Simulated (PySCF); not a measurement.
## W: excitation energy

W [Xe] 4f14 5d4 6s2 (5D) → W [Xe] 4f14 5d5 6s1 (7S), as a difference of total energies. Computed with PySCF 2.14 in x2c-QZVPPall (16s10p9d5f2g, 144 functions), with scalar relativity by spin-free X2C-1e. The calculations carry no spin-orbit coupling.

```tsv
method	excitation energy (eV)
UHF	-1.143
M06-2X	0.292
r2SCAN0	-0.920
```

For comparison: -0.187 eV (measured; NIST levels, between the centres of gravity of the two terms).
